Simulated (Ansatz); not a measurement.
Stepwise reaction of `C[O][Sn][O]C` with hydrogen fluoride, as a gas-phase model of exchange steps in deposition or etching. ΔE in kJ/mol; ΔG adds harmonic PBE0-D4 terms to CCSD(T)/CBS, at 1 bar.

Gas-phase electronic energies from Ansatz, PBE0-D4/def2-TZVP geometries. CCSD(T)/CBS is the MP2 limit (def2-TZVPP, def2-QZVPP) plus CCSD(T) − MP2 in def2-TZVPP, frozen cores. This one scheme is used for every species. Functionals use def2-TZVPP. B3LYP here is the variant with VWN-RPA as its local correlation; programs differ in this. def2 core potentials past Kr. For Sn outer-core shells are correlated without core-valence functions, which leaves a few kJ/mol of doubt a bond. Each species was taken in one conformer, which may not be the lowest.

```csv
step,reaction,PBE-D4,B3LYP-D4,ωB97M-V,CCSD(T)/CBS,ΔG(600 K)
1,`C[O][Sn][O]C` + H–F → `C[O][Sn][F]` + CH₃OH,-53.6,-53.4,-57.2,-48.6,-53.3
2,`C[O][Sn][F]` + H–F → `[F][Sn][F]` + CH₃OH,-33.2,-34.2,-36.9,-28.1,-32.6
```

Question: By hand: ΔE of the 2 steps together at CCSD(T)/CBS.

Answer: (-48.6) + (-28.1) = -76.7 kJ/mol, or -38.4 kJ/mol a step.

In ΔE each step is higher than the one before. All are downhill at CCSD(T)/CBS. ΔG lies between -53.3 and -32.6 kJ/mol a step. PBE-D4 differs from CCSD(T)/CBS by -5.1 to -5.0 kJ/mol a step. Isolated molecules leave out the surface, adducts and barriers. Largest T1 diagnostic: 0.017.
